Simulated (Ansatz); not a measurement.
Compare A (`N[C]1(F)[SiH2][GeH2]1`) with its isomer B (`F[SiH]1C[NH][GeH2]1`).

Program: Ansatz. Geometries: PBE0-D4/def2-TZVP. ΔE: electronic, gas phase. CBS: MP2 limit from def2 TZ/QZ plus the TZ coupled-cluster correction, frozen cores. Functionals use def2-TZVPP. B3LYP here is the variant with VWN-RPA as its local correlation; programs differ in this. For Ge outer-core shells are correlated without core-valence functions, which leaves a few kJ/mol of doubt a bond. Scalar relativity is left out up to krypton. One conformer a species, not always the lowest.

A:

Z-matrix (Å, degrees):
```
C
F 1 1.401
Si 1 1.908 2 117.4
N 1 1.396 2 115.2 3 140.1
Ge 1 2.021 2 117.2 3 -83.2
H 3 1.482 1 115.1 2 -6.5
H 3 1.483 1 117.7 2 131.5
H 4 1.012 1 114.3 2 -66.1
H 4 1.011 1 114.6 2 63.4
H 5 1.529 1 115.1 2 -131.6
H 5 1.530 1 116.0 2 6.4
```

B:

Z-matrix (Å, degrees):
```
Si
C 1 1.893
F 1 1.602 2 116.3
Ge 1 2.367 2 77.8 3 -120.6
H 1 1.485 2 114.3 3 125.1
N 2 1.467 1 94.9 3 141.8
H 2 1.096 1 115.1 3 -100.9
H 2 1.100 1 111.5 3 22.3
H 4 1.549 1 119.6 2 91.3
H 4 1.540 1 125.5 2 -121.2
H 6 1.009 2 116.2 1 -174.1
```

(1) Which isomer does CCSD(T)/CBS put lower? Give the gap. (Estimate.)

(2) Give E(B) − E(A) in kcal/mol with MP2/def2-TZVPP, PBE0-D4, HF/def2-TZVPP, CCSD(T)/def2-TZVPP, B3LYP-D4, B3LYP, CCSD/def2-TZVPP. (An estimate is asked.)

Largest T1 diagnostic: 0.013.

Results:

(1) The calculation gave: B, by 68.7 kcal/mol.

(2) The calculation gave: MP2/def2-TZVPP -71.5, PBE0-D4 -64.5, HF/def2-TZVPP -74.4, CCSD(T)/def2-TZVPP -68.6, B3LYP-D4 -65.6, B3LYP -65.7, CCSD/def2-TZVPP -70.0. None reverses the order clearly.

In def2-TZVPP, CCSD(T) changes the Hartree–Fock value by +5.9 kcal/mol (the triples alone add +1.4 kcal/mol) and MP2 by +2.9 kcal/mol. From PBE to PBE0 (25 % exact exchange), in def2-TZVPP and without D4, E(B) − E(A) moves by −4.1 kcal/mol.
